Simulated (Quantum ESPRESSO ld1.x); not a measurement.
Lu+, configuration [Xe] 4f14 6s2.

All-electron calculation, Dirac Kohn-Sham, revPBE, spin-unpolarised, spherical densities, point nucleus. Program: ld1.x of Quantum ESPRESSO 7.5.

Energy parts (hartree):
total: -14581.23
kinetic: 16257.93
electron-nucleus: -36242.76
Hartree: 5705.82
exchange-correlation: -302.22

Orbitals (lengths in bohr, moments of r in powers of bohr; r(max) is where P^2 peaks):
[
 {"orbital": "1s1/2", "occ.": "2", "eigenvalue (hartree)": "-2321.6369", "r(max)": "0.01213"},
 {"orbital": "2s1/2", "occ.": "2", "eigenvalue (hartree)": "-395.2154", "r(max)": "0.06948"},
 {"orbital": "2p1/2", "occ.": "2", "eigenvalue (hartree)": "-377.1684", "r(max)": "0.05193"},
 {"orbital": "2p3/2", "occ.": "4", "eigenvalue (hartree)": "-336.0993", "r(max)": "0.05845"},
 {"orbital": "3s1/2", "occ.": "2", "eigenvalue (hartree)": "-89.8105", "r(max)": "0.1959"},
 {"orbital": "3p1/2", "occ.": "2", "eigenvalue (hartree)": "-81.8414", "r(max)": "0.1839"},
 {"orbital": "3p3/2", "occ.": "4", "eigenvalue (hartree)": "-73.0809", "r(max)": "0.1973"},
 {"orbital": "3d3/2", "occ.": "4", "eigenvalue (hartree)": "-59.5838", "r(max)": "0.1552"},
 {"orbital": "3d5/2", "occ.": "6", "eigenvalue (hartree)": "-57.6715", "r(max)": "0.1589"},
 {"orbital": "4s1/2", "occ.": "2", "eigenvalue (hartree)": "-18.1388", "r(max)": "0.4465"},
 {"orbital": "4p1/2", "occ.": "2", "eigenvalue (hartree)": "-14.8958", "r(max)": "0.4475"},
 {"orbital": "4p3/2", "occ.": "4", "eigenvalue (hartree)": "-12.9038", "r(max)": "0.4762"},
 {"orbital": "4d3/2", "occ.": "4", "eigenvalue (hartree)": "-7.5797", "r(max)": "0.4759"},
 {"orbital": "4d5/2", "occ.": "6", "eigenvalue (hartree)": "-7.2161", "r(max)": "0.4851"},
 {"orbital": "5s1/2", "occ.": "2", "eigenvalue (hartree)": "-2.5651", "r(max)": "1.044"},
 {"orbital": "5p1/2", "occ.": "2", "eigenvalue (hartree)": "-1.6669", "r(max)": "1.134"},
 {"orbital": "5p3/2", "occ.": "4", "eigenvalue (hartree)": "-1.4109", "r(max)": "1.221"},
 {"orbital": "4f5/2", "occ.": "6", "eigenvalue (hartree)": "-0.7071", "r(max)": "0.4662"},
 {"orbital": "4f7/2", "occ.": "8", "eigenvalue (hartree)": "-0.6511", "r(max)": "0.4715"},
 {"orbital": "6s1/2", "occ.": "2", "eigenvalue (hartree)": "-0.4030", "r(max)": "2.884"},
 {"orbital": "5d3/2", "occ.": "0", "eigenvalue (hartree)": "-0.3443", "r(max)": "1.704"},
 {"orbital": "5d5/2", "occ.": "0", "eigenvalue (hartree)": "-0.3280", "r(max)": "1.760"},
 {"orbital": "6p1/2", "occ.": "0", "eigenvalue (hartree)": "-0.2556", "r(max)": "3.501"},
 {"orbital": "6p3/2", "occ.": "0", "eigenvalue (hartree)": "-0.2336", "r(max)": "3.739"},
 {"orbital": "7s1/2", "occ.": "0", "eigenvalue (hartree)": "-0.1202", "r(max)": "7.039"},
 {"orbital": "5f5/2", "occ.": "0", "eigenvalue (hartree)": "-0.0417", "r(max)": "8.534"},
 {"orbital": "5f7/2", "occ.": "0", "eigenvalue (hartree)": "-0.0417", "r(max)": "8.543"}
]

The highest occupied level is 6s1/2 at -10.967 eV. The density falls to 0.001 e/bohr^3 at r = 4.63 bohr.
